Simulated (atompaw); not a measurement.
Before and after: PAW (atompaw) potential for Eu (Z = 63)

atompaw 4.2.0.5 input, output lines left out:

```
Eu 63
GGA-PBE scalarrelativistic loggrid 2001 logderivrange -5 5 251
6 6 5 4 0 0
6 0 1.5
6 1 0
5 2 1.5
4 3 6
0 0 0
c
c
c
c
v
v
c
c
c
v
v
c
c
v
c
2
2.80 2.25 2.00 1.65
n
n
y
3.25
n
custom polynom2 7 10 vanderbiltortho sinc
bessel
2.20
2.80
2.15
2.80
2.80
2.80
```

Change: wave 6s (bound): rc 2.80 bohr becomes 6s (bound): rc 2.28 bohr.

Cutoffs: the cutoffs (Ry, on a coarse ladder) from which the occupation-weighted sum of valence levels, in a spherical-Bessel basis at the reference potential, stays within 10 and 1 mRy of its value at 400 Ry; they do not see the model core or the augmentation charge, which bear on the density cutoff.

Question: What does the change do?

Answer: The potential gets softer (18 Ry and 35 Ry → 15 Ry and 35 Ry); the bound ghost in s disappears; the range in which the s phases agree widens (upper end 0.0 → at the end of the scan).

| quantity | base | changed |
| --- | --- | --- |
| cutoff, loose | 18 Ry | 15 Ry |
| cutoff, tight | 35 Ry | 35 Ry |
| bound ghosts | s | none |
| s: phases at 2.82 bohr within 0.05 rad from the reference energy up to (Ry; the scan ends near 5) | 0.0 | to the end of the scan |
| p: phases at 2.82 bohr within 0.05 rad from the reference energy up to (Ry; the scan ends near 5) | to the end of the scan | to the end of the scan |
| d: phases at 2.82 bohr within 0.05 rad from the reference energy up to (Ry; the scan ends near 5) | to the end of the scan | to the end of the scan |
| lowest overlap eigenvalue by channel | s 0.41, p 0.43, d 0.84 | s 0.73, p 0.43, d 0.84 |

 A true bound ghost makes a file unfit for plane-wave use even where its test errors are small: the radial tests pick states by their node count and pass the ghost by. The cutoffs see the waves, projectors and local potential, not the compensation charge or the core.
